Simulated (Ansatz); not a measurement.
Geometry optimisation, Ansatz 0.2.0, RKS PBE/def2-SVP.

input.yaml

```yaml
crystal:
  periodic: [false, false, false]
  atoms:
    - { symbol: Si, position_ang: [-0.4403, 1.2716, 0.8192] }
    - { symbol: C, position_ang: [-0.3748, 0.1389, -1.0374] }
    - { symbol: H, position_ang: [-0.455, 0.6622, 2.1385] }
    - { symbol: H, position_ang: [-1.8913, 1.4614, 0.5655] }
    - { symbol: H, position_ang: [0.1366, 2.5882, 0.6169] }
    - { symbol: Si, position_ang: [0.608, -1.4491, 0.0787] }
    - { symbol: Cl, position_ang: [1.9378, 0.5283, 0.8048] }
    - { symbol: H, position_ang: [0.455, -1.6667, 1.5062] }
    - { symbol: H, position_ang: [-0.42, -2.3647, -0.4745] }
    - { symbol: H, position_ang: [1.8386, -1.8403, -0.5883] }
    - { symbol: H, position_ang: [-1.3878, -0.1923, -1.2439] }
    - { symbol: H, position_ang: [-0.2861, 1.1737, -1.3903] }
    - { symbol: H, position_ang: [0.2795, -0.311, -1.7954] }
basis:
  gaussian: { orbitals: def2-SVP }
hamiltonian:
  xc: pbe
relax:
  f_tol: 0.15
  max_steps: 25
  restrain:
    - { distance: [0, 6], at: 3.43, k: 30.0 }
    - { distance: [5, 1], at: 3.17, k: 30.0 }
    - { distance: [0, 1], at: 1.87, k: 30.0 }
    - { distance: [5, 6], at: 2.13, k: 30.0 }
```

Command:

```bash
$ ansatz run input.yaml --threads 2 --pin off --max-ram 3072MiB --backend cpu --events-out ev --progress --plain --runs-dir out
```

Problem. Where does it end, and by what steps?

Solution. The run converged. The restraints hold the end off the free minimum. After 19 steps the energy has fallen by 2.635 eV (the restraints' own energy left out); H8 moved furthest, 1.77 Å. Parted: Si1–Cl7, C2–Si6.

```json
{"step": "0", "energy less start (eV)": "0.0000", "largest force component (eV/Å)": "1.034", "accepted": "yes"}
{"step": "1", "energy less start (eV)": "0.4775", "largest force component (eV/Å)": "3.610", "accepted": "yes"}
{"step": "2", "energy less start (eV)": "0.9898", "largest force component (eV/Å)": "4.990", "accepted": "yes"}
{"step": "3", "energy less start (eV)": "0.4662", "largest force component (eV/Å)": "3.426", "accepted": "yes"}
{"step": "4", "energy less start (eV)": "-0.7411", "largest force component (eV/Å)": "1.711", "accepted": "yes"}
{"step": "5", "energy less start (eV)": "-1.5335", "largest force component (eV/Å)": "0.740", "accepted": "yes"}
{"step": "6", "energy less start (eV)": "-2.0117", "largest force component (eV/Å)": "0.720", "accepted": "yes"}
{"step": "7", "energy less start (eV)": "-2.3058", "largest force component (eV/Å)": "0.986", "accepted": "yes"}
{"step": "8", "energy less start (eV)": "-2.3920", "largest force component (eV/Å)": "1.253", "accepted": "yes"}
{"step": "9", "energy less start (eV)": "-2.4078", "largest force component (eV/Å)": "0.877", "accepted": "yes"}
{"step": "10", "energy less start (eV)": "-2.4312", "largest force component (eV/Å)": "0.732", "accepted": "yes"}
{"step": "11", "energy less start (eV)": "-2.4395", "largest force component (eV/Å)": "0.769", "accepted": "yes"}
{"step": "12", "energy less start (eV)": "-2.4521", "largest force component (eV/Å)": "0.688", "accepted": "yes"}
{"step": "13", "energy less start (eV)": "-2.4848", "largest force component (eV/Å)": "0.731", "accepted": "yes"}
{"step": "14", "energy less start (eV)": "-2.5261", "largest force component (eV/Å)": "0.696", "accepted": "yes"}
{"step": "15", "energy less start (eV)": "-2.5643", "largest force component (eV/Å)": "0.653", "accepted": "yes"}
{"step": "16", "energy less start (eV)": "-2.6009", "largest force component (eV/Å)": "0.596", "accepted": "yes"}
{"step": "17", "energy less start (eV)": "-2.6252", "largest force component (eV/Å)": "0.631", "accepted": "yes"}
{"step": "18", "energy less start (eV)": "-2.5857", "largest force component (eV/Å)": "0.694", "accepted": "no"}
{"step": "19", "energy less start (eV)": "-2.6353", "largest force component (eV/Å)": "0.503", "accepted": "yes"}
```

```xyz
13
Properties=species:S:1:pos:R:3
Si -0.915 1.517 0.406
C -0.482 0.501 -1.115
H -0.902 0.709 1.674
H -2.310 2.068 0.241
H 0.026 2.680 0.551
Si 1.077 -1.786 0.466
Cl 2.067 -0.032 1.117
H 1.679 -2.920 1.247
H -0.381 -1.691 0.779
H 1.334 -1.995 -0.995
H -1.055 -0.444 -1.178
H -0.740 1.098 -2.016
H 0.602 0.292 -1.178
```

Time of the run: 39 s on 2 threads of Arm Neoverse V2 (shared host), peak memory 0.15 GiB.
